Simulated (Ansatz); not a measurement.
Job for Ansatz (a first-principles code): R-wB97M-V/def2-TZVPP on AlH (SMILES [AlH]), 2S+1 = 1, a spin state set in the input, which need not be the lowest, at the other state's geometry.

Ansatz 0.2 input:
```yaml
crystal:
  periodic: [false, false, false]
  atoms:
    - {symbol: Al, position_ang: [-0.00000000, -0.00000000, -0.11472575]}
    - {symbol: H, position_ang: [0.00000000, 0.00000000, 1.49143473]}
basis:
  gaussian:
    orbitals: def2-TZVPP
hamiltonian:
  xc: {name: wB97M-V}
```

It printed:

```
WARN ansatz: RAYON_NUM_THREADS=2 ignored (pool sized by the plan → 2); use --threads N
Functional definition: wB97M-V
integrals: 0.01 GiB planned
331 factors; their error is unknown
integrals: 0.05 GiB planned
84 factors; integrals over basis functions are off by at most 7.4e-5 eV
mean field: 0.15 GiB planned
mean field evaluation 1: about -6610.9225 eV, gradient 9.1e0 eV
mean field evaluation 2: about -6611.2758 eV, gradient 2.2e0 eV
mean field evaluation 4: about -6611.2914 eV, gradient 1.6e-1 eV
mean field evaluation 8: about -6611.2964 eV, gradient 1.0e-2 eV
mean field -6611.29641218 eV, -242.9606618499 hartree, gradient 2.1e-5 eV, S^2 0.000000; 0 other end points of the search recorded, 0 dependent functions left out
reference -6611.29644575 eV, -242.9606630838 hartree; 7, 7 occupied and 49, 49 virtual orbitals, 331 factors
Total energy: -6611.29644575 eV, -242.9606630838 hartree
```

The calculation finished and met its thresholds.

Cost: about 0.6 core-seconds (a rough figure).
